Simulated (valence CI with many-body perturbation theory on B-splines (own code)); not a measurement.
## E1 transitions of Dy⁵³⁺

Calculated by relativistic CI+MBPT: three valence electrons over a frozen Dirac-Fock core [Ne], a basis of 11 s, 11 p, 10 d, 8 f, 5 g, 2 h functions for each j, with the one-electron correlation potential Σ1, the two-electron term Σ2, the three-electron term Σ3, Breit, model QED; selected CI, second order for the rest, scaled by the run's own slope (own B-spline code, finite nucleus).

The last digits are not significant, and no measured levels were compared; by estimate large intervals hold to a few tenths of a per cent, small ones and those within an open d or f shell to about a per cent.

Lines 201 to 250 of 588 in falling wavelength, among levels below 182.03 Ry, chosen from the strongest by gf and those to the six lowest levels. Wavelengths and rates use the calculated energies. Electric multipoles are in the length gauge, E1 and E2 with the static RPA response of the core. Weak lines are less certain than strong ones. Lines between different terms over intervals too small for the method are left out, as are lines whose strength nearly cancels. The highest levels of a list are the least certain.

Levels are named by their leading jj configuration (3d3/2^4 stands for four electrons in 3d with j = 3/2), which in mixed levels can hold well under half, so a name can repeat and another be missing. Letters in brackets count levels of one name in rising energy.

```csv
λ vac (nm),Upper,Lower,A (s⁻¹),S (a.u.) with core polarisation,S without
4.951,(3p3/2 3d3/2 3d5/2) J=3/2 [b],(3p3/2^2 3d3/2) J=3/2 [a],1.50e+11,3.59e-02,3.65e-02
4.948,(3p1/2 3d5/2^2) J=7/2,(3p1/2 3p3/2 3d5/2) J=7/2 [a],5.66e+10,2.70e-02,2.74e-02
4.944,(3p3/2 3d3/2 3d5/2) J=3/2 [c],(3p3/2^2 3d3/2) J=1/2,1.85e+11,4.40e-02,4.47e-02
4.941,(3d3/2 3d5/2^2) J=7/2 [b],(3p3/2 3d3/2 3d5/2) J=7/2 [b],1.28e+11,6.09e-02,6.18e-02
4.933,(3s 3p1/2 3d5/2) J=5/2 [b],(3s 3p1/2 3p3/2) J=5/2,5.07e+10,1.80e-02,1.83e-02
4.912,(3d3/2 3d5/2^2) J=9/2,(3p3/2 3d3/2 3d5/2) J=9/2 [a],1.08e+11,6.29e-02,6.39e-02
4.887,(3d3/2 3d5/2^2) J=5/2 [b],(3p3/2 3d3/2 3d5/2) J=5/2 [b],9.42e+10,3.26e-02,3.31e-02
4.878,(3s 3d5/2^2) J=5/2,(3s 3p3/2 3d5/2) J=5/2 [a],2.65e+11,9.10e-02,9.24e-02
4.845,(3s 3d5/2^2) J=3/2,(3s 3p3/2 3d5/2) J=3/2 [a],1.37e+11,3.07e-02,3.11e-02
4.843,(3s 3p1/2 3d5/2) J=3/2,(3s 3p1/2 3p3/2) J=5/2,2.02e+10,4.54e-03,4.61e-03
4.833,(3d5/2^3) J=3/2,(3p3/2 3d5/2^2) J=5/2 [a],1.68e+11,3.75e-02,3.80e-02
4.792,(3s 3d3/2 3d5/2) J=7/2 [b],(3s 3p3/2 3d3/2) J=7/2,4.79e+10,2.08e-02,2.11e-02
4.766,(3s 3d5/2^2) J=7/2,(3s 3p3/2 3d5/2) J=5/2 [a],3.82e+10,1.63e-02,1.66e-02
4.740,(3s 3p3/2 3d5/2) J=7/2 [b],(3s 3p3/2^2) J=5/2,2.12e+11,8.92e-02,9.06e-02
4.734,(3s 3d3/2 3d5/2) J=5/2 [b],(3s 3p3/2 3d3/2) J=5/2 [a],6.94e+10,2.18e-02,2.21e-02
4.717,(3s 3d5/2^2) J=9/2,(3s 3p3/2 3d5/2) J=9/2,1.23e+11,6.39e-02,6.48e-02
4.689,(3p3/2 3d5/2^2) J=9/2,(3p3/2^2 3d3/2) J=7/2,4.11e+10,2.09e-02,2.12e-02
4.678,(3p3/2 3d5/2^2) J=7/2 [b],(3p3/2^2 3d5/2) J=7/2,1.78e+11,7.20e-02,7.31e-02
4.650,(3s 3p1/2 3d5/2) J=5/2 [b],(3s 3p1/2 3p3/2) J=3/2 [a],6.36e+09,1.89e-03,1.92e-03
4.645,(3d5/2^3) J=5/2,(3p3/2 3d5/2^2) J=7/2 [a],6.28e+10,1.86e-02,1.89e-02
4.596,(3p3/2 3d5/2^2) J=3/2 [b],(3p3/2^2 3d5/2) J=1/2,1.26e+11,2.42e-02,2.46e-02
4.569,(3s 3p1/2 3d5/2) J=3/2,(3s 3p1/2 3p3/2) J=3/2 [a],4.49e+10,8.46e-03,8.60e-03
4.405,(3s 3p3/2 3d5/2) J=5/2 [b],(3s 3p3/2^2) J=5/2,5.42e+10,1.37e-02,1.39e-02
4.316,(3p3/2^2 3d3/2) J=7/2,(3s 3p3/2 3d5/2) J=5/2 [b],5.60e+10,1.78e-02,1.81e-02
3.982,(3p3/2 3d3/2^2) J=7/2,(3s 3d3/2 3d5/2) J=5/2 [a],5.08e+10,1.27e-02,1.29e-02
3.944,(3p3/2^2 3d5/2) J=7/2,(3s 3p3/2 3d5/2) J=5/2 [b],2.47e+11,5.97e-02,6.07e-02
3.926,(3p3/2^2 3d3/2) J=5/2,(3s 3p3/2 3d5/2) J=3/2 [a],8.03e+10,1.44e-02,1.46e-02
3.826,(3p3/2 3d3/2 3d5/2) J=7/2 [a],(3s 3d3/2 3d5/2) J=7/2 [b],7.32e+10,1.62e-02,1.65e-02
3.809,(3s 3p1/2 3p3/2) J=3/2 [a],(3s^2 3p1/2) J=1/2,3.72e+09,4.06e-04,4.13e-04
3.784,(3p3/2 3d5/2^2) J=5/2 [a],(3s 3d5/2^2) J=3/2,2.04e+11,3.28e-02,3.33e-02
3.782,(3p3/2 3d3/2 3d5/2) J=5/2 [d],(3s 3d5/2^2) J=5/2,1.13e+11,1.80e-02,1.83e-02
3.770,(3p3/2 3d3/2 3d5/2) J=9/2 [b],(3s 3d5/2^2) J=9/2,1.13e+11,2.99e-02,3.04e-02
3.766,(3p3/2^2 3d5/2) J=1/2,(3s 3p3/2 3d5/2) J=3/2 [b],4.65e+11,2.45e-02,2.49e-02
3.738,(3p3/2^2 3d3/2) J=7/2,(3s 3p3/2 3d5/2) J=5/2 [a],5.98e+10,1.23e-02,1.25e-02
3.728,(3p3/2^2 3d5/2) J=9/2,(3s 3p3/2 3d5/2) J=7/2 [b],7.33e+11,1.88e-01,1.91e-01
3.727,(3s 3p3/2 3d5/2) J=5/2 [a],(3s^2 3d5/2) J=5/2,1.89e+11,2.90e-02,2.95e-02
3.717,(3p3/2 3d5/2^2) J=7/2 [a],(3s 3d5/2^2) J=7/2,1.33e+11,2.69e-02,2.73e-02
3.712,(3p3/2 3d5/2^2) J=5/2 [a],(3s 3d5/2^2) J=7/2,1.67e+11,2.52e-02,2.56e-02
3.709,(3p3/2^2 3d5/2) J=7/2,(3s 3p3/2 3d5/2) J=7/2 [b],1.62e+11,3.26e-02,3.31e-02
3.707,(3p3/2 3d3/2 3d5/2) J=3/2 [a],(3s 3d3/2 3d5/2) J=3/2 [b],1.97e+11,1.98e-02,2.01e-02
3.703,(3p3/2^2 3d3/2) J=1/2,(3s 3p3/2 3d3/2) J=1/2 [b],5.94e+11,2.98e-02,3.03e-02
3.698,(3p3/2^2 3d3/2) J=5/2,(3s 3p3/2 3d3/2) J=5/2 [b],8.03e+10,1.20e-02,1.22e-02
3.691,(3p3/2 3d5/2^2) J=9/2,(3s 3d5/2^2) J=7/2,1.63e+11,4.04e-02,4.11e-02
3.675,(3p3/2 3d3/2 3d5/2) J=5/2 [b],(3s 3d3/2 3d5/2) J=5/2 [b],2.88e+11,4.23e-02,4.29e-02
3.673,(3p1/2 3p3/2 3d5/2) J=3/2 [a],(3s 3p1/2 3d5/2) J=3/2,3.19e+11,3.12e-02,3.17e-02
3.672,(3s 3p3/2^2) J=5/2,(3s^2 3p3/2) J=3/2,3.26e+11,4.78e-02,4.85e-02
3.658,(3p3/2 3d3/2 3d5/2) J=11/2,(3s 3d3/2 3d5/2) J=9/2,7.63e+11,2.21e-01,2.25e-01
3.651,(3p3/2 3d5/2^2) J=7/2 [a],(3s 3d5/2^2) J=5/2,4.37e+11,8.40e-02,8.54e-02
3.650,(3p1/2 3p3/2^2) J=3/2,(3s 3p1/2 3p3/2) J=1/2,5.16e+11,4.95e-02,5.03e-02
3.647,(3p3/2 3d5/2^2) J=5/2 [a],(3s 3d5/2^2) J=5/2,1.78e+11,2.55e-02,2.60e-02
```
